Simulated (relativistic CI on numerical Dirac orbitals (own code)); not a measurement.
## Line list: Electric-dipole lines, Kr XXVI

Method of calculation: Dirac-Coulomb-Breit CI, orbitals from a KLI potential per configuration, QED by a radiative potential, unscaled Slater integrals (own radial code, finite nucleus).

Configuration list (outside the closed core [Ne]): 3s, 3p, 3d, 4s, 4p, 4d, 4f, 5s, 5p, 5d, 5f, 5g, 6s, 6p, 6d, 7s, 7p. Levels of other configurations are missing.

| λ vac (nm) | Lower | Upper | A (s⁻¹) | gf | Branching (%) |
| --- | --- | --- | --- | --- | --- |
| 1.6334 | 3p 2P°_3/2 [3] | 5d 2D_5/2 [17] | 1.75e+12 | 4.20e-01 | 73.9 |
| 1.7949 | 3d 2D_3/2 [4] | 5f 2F°_5/2 [18] | 2.37e+12 | 6.86e-01 | 63.9 |
| 1.8007 | 3d 2D_5/2 [5] | 5f 2F°_7/2 [19] | 2.51e+12 | 9.78e-01 | 68.3 |
| 2.1199 | 3s 2S_1/2 [1] | 4p 2P°_3/2 [8] | 1.29e+12 | 3.47e-01 | 77.5 |
| 2.2281 | 3p 2P°_1/2 [2] | 4d 2D_3/2 [9] | 2.57e+12 | 7.66e-01 | 82.6 |
| 2.2765 | 3p 2P°_3/2 [3] | 4d 2D_5/2 [10] | 3.14e+12 | 1.47e+00 | 99.7 |
| 2.5658 | 3d 2D_3/2 [4] | 4f 2F°_5/2 [11] | 6.40e+12 | 3.79e+00 | 93.3 |
| 2.5765 | 3d 2D_5/2 [5] | 4f 2F°_7/2 [12] | 6.83e+12 | 5.43e+00 | 99.9 |
| 4.9962 | 4p 2P°_1/2 [7] | 5d 2D_3/2 [16] | 4.62e+11 | 6.92e-01 | 19.6 |
| 5.0904 | 4p 2P°_3/2 [8] | 5d 2D_5/2 [17] | 5.77e+11 | 1.34e+00 | 24.3 |
| 5.5761 | 4d 2D_3/2 [9] | 5f 2F°_5/2 [18] | 1.09e+12 | 3.05e+00 | 29.4 |
| 5.5976 | 4d 2D_5/2 [10] | 5f 2F°_7/2 [19] | 1.17e+12 | 4.39e+00 | 31.7 |
| 5.9461 | 4f 2F°_5/2 [11] | 5g 2G_7/2 [20] | 1.89e+12 | 8.01e+00 | 96.2 |
| 5.9546 | 4f 2F°_7/2 [12] | 5g 2G_9/2 [21] | 1.96e+12 | 1.04e+01 | 99.8 |
| 9.3763 | 5p 2P°_1/2 [14] | 6d 2D_3/2 [25] | 1.26e+11 | 6.67e-01 | 7.8 |
| 9.5380 | 5p 2P°_3/2 [15] | 6d 2D_5/2 [26] | 1.60e+11 | 1.31e+00 | 9.9 |
| 14.078 | 3p 2P°_1/2 [2] | 3d 2D_3/2 [4] | 3.41e+10 | 4.05e-01 | 89.0 |
| 15.981 | 3p 2P°_3/2 [3] | 3d 2D_5/2 [5] | 2.81e+10 | 6.46e-01 | 100.0 |
| 17.873 | 3s 2S_1/2 [1] | 3p 2P°_3/2 [3] | 2.24e+10 | 4.28e-01 | 100.0 |
| 37.331 | 4p 2P°_1/2 [7] | 4d 2D_3/2 [9] | 7.87e+09 | 6.57e-01 | 0.3 |
| 42.559 | 4p 2P°_3/2 [8] | 4d 2D_5/2 [10] | 6.40e+09 | 1.04e+00 | 0.2 |
| 44.044 | 4s 2S_1/2 [6] | 4p 2P°_3/2 [8] | 5.29e+09 | 6.15e-01 | 0.3 |
| 76.487 | 5p 2P°_1/2 [14] | 5d 2D_3/2 [16] | 2.52e+09 | 8.84e-01 | 0.1 |
| 87.306 | 5p 2P°_3/2 [15] | 5d 2D_5/2 [17] | 2.04e+09 | 1.40e+00 | 0.1 |
| 88.188 | 5s 2S_1/2 [13] | 5p 2P°_3/2 [15] | 1.71e+09 | 7.95e-01 | 0.1 |
| 135.73 | 6p 2P°_1/2 [23] | 6d 2D_3/2 [25] | 9.94e+08 | 1.10e+00 | 0.1 |
| 155.00 | 6s 2S_1/2 [22] | 6p 2P°_3/2 [24] | 6.75e+08 | 9.72e-01 | 0.1 |
| 155.01 | 6p 2P°_3/2 [24] | 6d 2D_5/2 [26] | 8.05e+08 | 1.74e+00 | 0.0 |
| 175.56 | 5d 2D_5/2 [17] | 5f 2F°_7/2 [19] | 2.17e+08 | 8.03e-01 | 0.0 |
| 249.21 | 7s 2S_1/2 [27] | 7p 2P°_3/2 [29] | 3.08e+08 | 1.15e+00 | 0.0 |

Terms are leading LS components. Brackets give the number of a level in order of energy, since labels repeat. The list gives strong lines, with weight on those to low levels, without lines whose two gauges differ by over a factor of 2.5. Levels whose partners in the same complex of configurations lie outside the list can be far off, and so can their lines. Rates are taken at the computed energies, electric ones in the length gauge.

At this charge energies of transitions that change n are usually good to better than 1 %, and those within a shell (Δn = 0) to a few per cent.

From the table, what is the radiative lifetime of 5d 2D_5/2?

The listed rates from this level add up to about 2.33e+12 s⁻¹, 98 % of its decay; with all channels τ = 4.22e-13 s.
